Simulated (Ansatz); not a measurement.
Ideal-gas functions of CH5FNSn, SMILES `C[NH][SnH][F]` radical at 400 K and 1 bar, from an Ansatz frequency run at PBE0-D4/def2-TZVP.

Molar mass 168.77 g/mol, point group C1 (symmetry number 1), electronic degeneracy 2, moments of inertia 56.16, 210.794, 258.243 u Å². Harmonic wavenumbers (cm⁻¹, unscaled): 66, 118, 162, 242, 449, 473, 510, 587, 613, 1069, 1115, 1117, 1367, 1448, 1477, 1505, 1723, 3006, 3061, 3104, 3560.

Use S(trans) = R[1.5 ln M + 2.5 ln T − 1.1517]; rotational temperatures θ = 24.2544 K / I; S(rot) = R[ln(√π/σ · √(T³/θAθBθC)) + 1.5]; for each mode x = 1.438777 ν̃/T, S = R[x/(eˣ − 1) − ln(1 − e⁻ˣ)] and H = RT x/(eˣ − 1); 1 cm⁻¹ = 0.0119627 kJ/mol; R = 8.31446 J/(mol·K).

By hand: the entropy, in J/(mol·K).

Translation 178.9. Rotation: θ = 0.4319, 0.1151, 0.0939 K, giving 114.3. Vibration, mode by mode: 20.29, 15.50, 12.92, 9.73, 5.18, 4.83, 4.35, 3.49, 3.24, 0.88, 0.77, 0.76, 0.36, 0.28, 0.26, 0.24, 0.12, 0.00, 0.00, 0.00, 0.00, in all 83.2. Electronic 5.8. Sum 382.2 J/(mol·K).

By hand: H − E and G − E in kJ/mol, counted from the electronic energy.

Zero-point energy ½ × 26772 × 0.0119627 = 160.1; thermal vibration 17.0; translation, rotation and pV give 4 RT = 13.3. H − E = 190.4 kJ/mol, and G − E = 190.4 − 400 × 382.2/1000 = 37.5 kJ/mol.

Vibration gives 22 % of the entropy, 35.8 J/(mol·K) of it from the modes under 150 cm⁻¹: soft modes count most, and the harmonic formula is weakest for them. The sum counts one conformer and one mirror image; others add a mixing term.
